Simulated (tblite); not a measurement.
Record of a relaxation.

Compound: C7H8NP.
Bonds: C1–C2 (double), C2–C3, C3–P4 (aromatic), P4–C5 (aromatic), C5–N6 (aromatic), N6–C7 (aromatic), C7–C8 (aromatic), C8–C9, C3–C8 (aromatic). Hydrogens: H10, H11 on C1; H12 on C2; H13 on C5; H14 on C7; H15, H16, H17 on C9.

Computed with GFN2-xTB (tblite), gas phase: L-BFGS steps from a force-field or distance-geometry start until the largest atomic force falls under 0.01 eV/Å. 9 of its 54 geometries are shown.

Step 0: E = -664.6613 eV, largest atomic force 3.335 eV/Å
```
atom  x, y, z in Å  |  force x, y, z in eV/Å
C1      2.555   -1.319    0.114   -0.418   0.433  -0.068
C2      1.728   -0.274   -0.025    0.335  -1.069   0.248
C3      0.296   -0.415    0.064   -1.162  -0.273   0.016
P4     -0.456   -1.974    0.323    0.679  -2.300   0.357
C5     -2.199   -1.780    0.373    1.217   3.051  -0.579
N6     -2.667   -0.534    0.188   -0.852  -0.559   0.155
C7     -1.942    0.569   -0.011   -1.138  -1.111   0.250
C8     -0.575    0.653   -0.067    0.805   1.118  -0.096
C9      0.033    1.992   -0.302    0.671   0.671  -0.949
H10     3.606   -1.105    0.046    0.133  -0.519   0.064
H11     2.155   -2.320    0.283    0.451   0.410  -0.083
H12     2.160    0.695   -0.181   -0.071   0.199  -0.089
H13    -2.854   -2.631    0.533    0.055   0.465  -0.076
H14    -2.505    1.503   -0.134   -0.051  -0.563   0.072
H15     0.862    2.171    0.408   -0.715   0.260  -0.182
H16    -0.719    2.799   -0.305    0.490  -0.344   0.226
H17     0.513    1.982   -1.319   -0.431   0.130   0.734
```

Step 7: E = -665.2012 eV, largest atomic force 0.211 eV/Å
```
atom  x, y, z in Å  |  force x, y, z in eV/Å
C1      2.556   -1.315    0.114    0.051  -0.124   0.017
C2      1.698   -0.311   -0.011    0.061  -0.075  -0.003
C3      0.249   -0.466    0.070   -0.025   0.106  -0.021
P4     -0.412   -2.073    0.343    0.135  -0.147   0.033
C5     -2.107   -1.688    0.351   -0.041  -0.021   0.016
N6     -2.681   -0.523    0.193   -0.079   0.034   0.008
C7     -1.966    0.565   -0.004    0.067   0.095  -0.032
C8     -0.578    0.652   -0.071    0.037   0.203  -0.043
C9      0.038    1.996   -0.329    0.066   0.200  -0.013
H10     3.620   -1.167    0.053    0.018  -0.005  -0.007
H11     2.208   -2.319    0.281    0.042  -0.143   0.026
H12     2.102    0.674   -0.184   -0.124   0.035  -0.015
H13    -2.795   -2.512    0.510   -0.010  -0.053  -0.002
H14    -2.552    1.468   -0.128   -0.001   0.001   0.010
H15     0.809    2.222    0.409   -0.076   0.008  -0.010
H16    -0.699    2.798   -0.288   -0.075  -0.137  -0.029
H17     0.503    2.010   -1.318   -0.046   0.024   0.064
```

Step 13: E = -665.2151 eV, largest atomic force 0.126 eV/Å
```
atom  x, y, z in Å  |  force x, y, z in eV/Å
C1      2.559   -1.335    0.116    0.000  -0.005  -0.002
C2      1.698   -0.331   -0.012    0.022  -0.018  -0.008
C3      0.247   -0.463    0.068    0.038  -0.016   0.008
P4     -0.406   -2.073    0.348    0.007  -0.007   0.006
C5     -2.101   -1.685    0.353   -0.016   0.006  -0.003
N6     -2.671   -0.518    0.193   -0.002   0.015  -0.010
C7     -1.958    0.572   -0.007    0.017   0.011   0.011
C8     -0.569    0.666   -0.076    0.023  -0.036  -0.007
C9      0.037    2.017   -0.330   -0.042  -0.044   0.001
H10     3.624   -1.178    0.052   -0.041  -0.009  -0.003
H11     2.229   -2.349    0.287    0.016   0.039  -0.001
H12     2.076    0.666   -0.187    0.060  -0.051  -0.008
H13    -2.789   -2.510    0.507   -0.033  -0.028   0.010
H14    -2.553    1.470   -0.125    0.014   0.024  -0.002
H15     0.797    2.246    0.418   -0.091   0.068  -0.054
H16    -0.731    2.787   -0.296    0.042  -0.016  -0.015
H17     0.503    2.031   -1.318   -0.014   0.065   0.077
```

Step 20: E = -665.2201 eV, largest atomic force 0.040 eV/Å
```
atom  x, y, z in Å  |  force x, y, z in eV/Å
C1      2.564   -1.349    0.116   -0.002   0.011  -0.003
C2      1.704   -0.343   -0.015    0.003  -0.001   0.000
C3      0.253   -0.467    0.067    0.017   0.011  -0.006
P4     -0.408   -2.076    0.354   -0.001   0.039  -0.008
C5     -2.104   -1.685    0.353    0.008   0.013   0.002
N6     -2.670   -0.515    0.192    0.006  -0.001  -0.002
C7     -1.951    0.572   -0.006    0.008  -0.010   0.000
C8     -0.562    0.663   -0.079    0.013  -0.005   0.002
C9      0.026    2.023   -0.330   -0.005  -0.002   0.004
H10     3.626   -1.185    0.049   -0.012  -0.031  -0.001
H11     2.239   -2.363    0.293    0.000   0.036  -0.001
H12     2.092    0.649   -0.195   -0.002  -0.018  -0.006
H13    -2.795   -2.510    0.507   -0.005   0.015   0.000
H14    -2.540    1.476   -0.123   -0.002  -0.017   0.004
H15     0.768    2.281    0.423   -0.010  -0.012   0.026
H16    -0.754    2.780   -0.307   -0.023  -0.007  -0.013
H17     0.506    2.060   -1.308    0.006  -0.021   0.004
```

Step 26: E = -665.2211 eV, largest atomic force 0.030 eV/Å
```
atom  x, y, z in Å  |  force x, y, z in eV/Å
C1      2.566   -1.350    0.115   -0.007  -0.004  -0.001
C2      1.709   -0.343   -0.018    0.001   0.006  -0.006
C3      0.257   -0.465    0.066   -0.003  -0.009   0.002
P4     -0.406   -2.072    0.354   -0.010  -0.003  -0.002
C5     -2.103   -1.683    0.354    0.010  -0.002  -0.001
N6     -2.669   -0.514    0.191    0.002  -0.013   0.004
C7     -1.948    0.572   -0.006   -0.019  -0.002   0.002
C8     -0.560    0.663   -0.079   -0.008  -0.014   0.008
C9      0.022    2.025   -0.328    0.003  -0.003   0.000
H10     3.629   -1.197    0.046   -0.004   0.000  -0.004
H11     2.234   -2.360    0.296   -0.010  -0.007   0.007
H12     2.100    0.647   -0.202   -0.005   0.016  -0.008
H13    -2.797   -2.505    0.508    0.019  -0.012   0.003
H14    -2.538    1.474   -0.122   -0.002   0.021  -0.005
H15     0.753    2.287    0.434    0.009   0.010   0.018
H16    -0.765    2.774   -0.316   -0.006   0.014  -0.011
H17     0.510    2.058   -1.302    0.029   0.003  -0.005
```

Step 33: E = -665.2222 eV, largest atomic force 0.042 eV/Å
```
atom  x, y, z in Å  |  force x, y, z in eV/Å
C1      2.561   -1.351    0.112   -0.006  -0.002   0.004
C2      1.711   -0.340   -0.025   -0.014   0.007  -0.001
C3      0.259   -0.462    0.064   -0.023   0.005  -0.002
P4     -0.401   -2.070    0.350   -0.008  -0.012  -0.001
C5     -2.098   -1.683    0.355   -0.008  -0.005   0.008
N6     -2.669   -0.516    0.194    0.020   0.010  -0.003
C7     -1.951    0.572   -0.005    0.024   0.002   0.000
C8     -0.561    0.664   -0.077    0.002   0.019  -0.012
C9      0.022    2.026   -0.324   -0.001   0.003   0.004
H10     3.626   -1.213    0.038    0.011   0.020  -0.006
H11     2.219   -2.355    0.306   -0.001  -0.027   0.005
H12     2.100    0.649   -0.219    0.009   0.014  -0.009
H13    -2.784   -2.511    0.512   -0.009   0.009  -0.001
H14    -2.538    1.477   -0.124   -0.004  -0.041   0.009
H15     0.730    2.298    0.458   -0.016  -0.004  -0.009
H16    -0.771    2.772   -0.341    0.023   0.003  -0.010
H17     0.538    2.056   -1.284    0.001  -0.001   0.023
```

Step 40: E = -665.2229 eV, largest atomic force 0.018 eV/Å
```
atom  x, y, z in Å  |  force x, y, z in eV/Å
C1      2.557   -1.353    0.112    0.010   0.005  -0.004
C2      1.709   -0.339   -0.031   -0.006  -0.005  -0.003
C3      0.258   -0.461    0.061   -0.011   0.005  -0.002
P4     -0.399   -2.071    0.347    0.001   0.002  -0.002
C5     -2.095   -1.686    0.358   -0.007  -0.001  -0.003
N6     -2.665   -0.518    0.196   -0.007   0.003   0.001
C7     -1.949    0.570   -0.005   -0.006   0.005   0.002
C8     -0.560    0.666   -0.079   -0.010   0.007  -0.002
C9      0.023    2.030   -0.321    0.003  -0.005   0.001
H10     3.620   -1.214    0.031    0.018   0.002   0.002
H11     2.212   -2.355    0.313    0.013   0.003   0.001
H12     2.101    0.647   -0.233   -0.003  -0.007   0.000
H13    -2.783   -2.511    0.516   -0.004   0.000   0.004
H14    -2.542    1.470   -0.122    0.003   0.006   0.001
H15     0.712    2.307    0.475   -0.006  -0.005  -0.001
H16    -0.769    2.775   -0.361    0.007  -0.014  -0.002
H17     0.562    2.055   -1.268    0.004  -0.001   0.007
```

Step 46: E = -665.2233 eV, largest atomic force 0.024 eV/Å
```
atom  x, y, z in Å  |  force x, y, z in eV/Å
C1      2.559   -1.351    0.110   -0.002   0.000   0.004
C2      1.708   -0.341   -0.037    0.008  -0.004   0.002
C3      0.256   -0.461    0.058    0.020  -0.012  -0.004
P4     -0.401   -2.071    0.344    0.008  -0.007  -0.003
C5     -2.098   -1.686    0.359   -0.003   0.010   0.001
N6     -2.667   -0.518    0.198   -0.014   0.008   0.004
C7     -1.952    0.571   -0.004    0.005   0.000  -0.005
C8     -0.563    0.666   -0.081    0.011  -0.013   0.001
C9      0.024    2.029   -0.319    0.000   0.001   0.000
H10     3.624   -1.212    0.028   -0.020   0.014   0.000
H11     2.220   -2.354    0.319    0.002   0.009  -0.003
H12     2.100    0.645   -0.243   -0.013  -0.005  -0.002
H13    -2.787   -2.510    0.520    0.001   0.000  -0.001
H14    -2.545    1.471   -0.120    0.007   0.008   0.001
H15     0.698    2.309    0.489   -0.003  -0.002   0.010
H16    -0.767    2.772   -0.377   -0.008   0.005   0.002
H17     0.582    2.053   -1.254    0.000  -0.011  -0.007
```

Step 53: E = -665.2236 eV, largest atomic force 0.009 eV/Å
```
atom  x, y, z in Å  |  force x, y, z in eV/Å
C1      2.561   -1.349    0.110    0.000   0.002  -0.003
C2      1.706   -0.343   -0.040   -0.002   0.001  -0.001
C3      0.255   -0.465    0.054   -0.003  -0.003   0.002
P4     -0.404   -2.073    0.339   -0.007  -0.005  -0.003
C5     -2.100   -1.683    0.360    0.000  -0.002  -0.002
N6     -2.669   -0.515    0.201    0.007   0.000   0.000
C7     -1.952    0.572   -0.004    0.003   0.002   0.005
C8     -0.563    0.663   -0.082    0.003   0.000  -0.001
C9      0.025    2.026   -0.318    0.001   0.002   0.000
H10     3.624   -1.201    0.026    0.002  -0.002   0.003
H11     2.228   -2.353    0.321   -0.001   0.004   0.002
H12     2.095    0.644   -0.249    0.000   0.002  -0.001
H13    -2.789   -2.507    0.523   -0.001   0.000   0.001
H14    -2.542    1.474   -0.118   -0.002   0.000  -0.001
H15     0.690    2.307    0.498    0.003   0.001  -0.002
H16    -0.765    2.769   -0.385   -0.003  -0.002   0.000
H17     0.593    2.047   -1.248    0.001   0.001   0.001
```

**Question.** Summarise the path.

**Answer.** The energy falls by 0.5622 eV from step 0 to step 53; nine tenths of that is first reached at step 5. It falls at every step. The largest force goes from 3.335 to 0.009 eV/Å. Among the bonds C9–H17 changes most (a near tie, within 0.001 Å, with another), from 1.125 to 1.090 Å; the atoms move by 0.102 Å rms after alignment.

**Question.** Follow the three bonds and two angles with the largest change from start to end.

**Answer.** 
```
step  E above end (eV)  largest force (eV/Å)  C9–H17 (Å)  C5–N6 (Å)  C7–C8 (Å)  P4–C5–N6 (°)  C3–P4–C5 (°)
   0            0.5622                 3.335       1.125      1.345      1.371         116.4         109.4
   2            0.1704                 1.284       1.077      1.311      1.401         124.7         102.8
   5            0.0401                 0.290       1.094      1.311      1.391         128.8          99.6
   7            0.0223                 0.211       1.093      1.308      1.393         128.6          99.5
   9            0.0144                 0.142       1.088      1.309      1.393         128.6          99.1
  12            0.0097                 0.098       1.091      1.309      1.393         128.6          99.0
  14            0.0071                 0.132       1.093      1.309      1.393         128.5          99.2
  16            0.0049                 0.077       1.091      1.309      1.394         128.4          99.3
  18            0.0040                 0.056       1.089      1.310      1.394         128.4          99.2
  21            0.0033                 0.038       1.091      1.309      1.394         128.4          99.3
  23            0.0029                 0.040       1.091      1.309      1.394         128.4          99.4
  25            0.0026                 0.028       1.090      1.309      1.394         128.4          99.4
  28            0.0022                 0.034       1.089      1.309      1.393         128.4          99.4
  30            0.0019                 0.041       1.090      1.309      1.394         128.5          99.4
  32            0.0016                 0.041       1.091      1.309      1.395         128.6          99.4
  35            0.0010                 0.026       1.090      1.310      1.394         128.5          99.3
  37            0.0008                 0.027       1.089      1.309      1.394         128.4          99.3
  39            0.0007                 0.021       1.090      1.309      1.394         128.4          99.3
  41            0.0006                 0.025       1.090      1.309      1.394         128.4          99.3
  44            0.0004                 0.022       1.090      1.309      1.394         128.3          99.4
  46            0.0003                 0.024       1.089      1.309      1.394         128.3          99.4
  48            0.0001                 0.022       1.089      1.309      1.394         128.4          99.4
  51            0.0000                 0.017       1.090      1.309      1.394         128.4          99.4
  53            0.0000                 0.009       1.090      1.309      1.394         128.4          99.3
```

What follows is the cost of the whole relaxation. Hardware: Arm Neoverse V1, one thread, no GPU (shared host). Cost: 0.36 s of wall time.
